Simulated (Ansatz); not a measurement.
Start from `C[N](C)[Mg][N](C)C` and change one atom or group to get `C[N](C)[Mg][SH]`.

Ansatz, PBE0-D4/def2-TZVP geometries, multiplicity 1. Each molecule was computed in one conformer, which needn't be the lowest.

```tsv
property	`C[N](C)[Mg][N](C)C`
HOMO–LUMO gap (B3LYP/def2-TZVPP) / eV	4.10
HOMO–LUMO gap (ωB97M-V/def2-TZVPP) / eV	8.12
HOMO energy (ωB97M-V/def2-TZVPP) / eV	-7.73
HOMO energy (PBE/def2-TZVPP) / eV	-4.21
HOMO–LUMO gap (PBE0/def2-TZVPP) / eV	4.54
HOMO energy (B3LYP/def2-TZVPP) / eV	-5.24
```

(1) What does the change do to each property? (Best estimate.)

Answers

(1) Computed: 
```csv
property,`C[N](C)[Mg][SH]`,shift
HOMO–LUMO gap (B3LYP/def2-TZVPP) / eV,4.01,-0.09
HOMO–LUMO gap (ωB97M-V/def2-TZVPP) / eV,8.09,-0.03
HOMO energy (ωB97M-V/def2-TZVPP) / eV,-7.93,-0.20
HOMO energy (PBE/def2-TZVPP) / eV,-4.41,-0.20
HOMO–LUMO gap (PBE0/def2-TZVPP) / eV,4.45,-0.09
HOMO energy (B3LYP/def2-TZVPP) / eV,-5.44,-0.20
```

With PBE0 the HOMO falls by 0.20 eV and the LUMO falls by 0.29 eV, so the gap narrows by about 0.09 eV. PBE moves the HOMO by -0.20 eV and ωB97M-V by -0.20 eV.

B3LYP here is the variant with VWN-RPA as its local correlation; programs differ in this.
